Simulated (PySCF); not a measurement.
Ge(F)(Cl)2(OH) (Cl₂FGeHO), SMILES [OH][Ge]([F])([Cl])[Cl]. Geometry: B3LYP-D3(BJ)/def2-SVP. The structure was generated by enumeration, and PubChem lists no compound with its InChIKey, so it may never have been made. Other conformers were not sampled.

**Question.** Give the equilibrium geometry at B3LYP-D3(BJ)/def2-SVP (PySCF confirms it by a frequency run) as a Z-matrix. (The exact figures need the calculation; the answer reports its results.)

**Answer.** One answer among several that fit: 
```
Ge
F 1 1.7293
O 1 1.7516 2 109.40
H 3 0.9687 1 112.89 2 68.00
Cl 1 2.1253 2 108.78 3 -117.58
Cl 1 2.1413 2 106.34 3 121.47
```
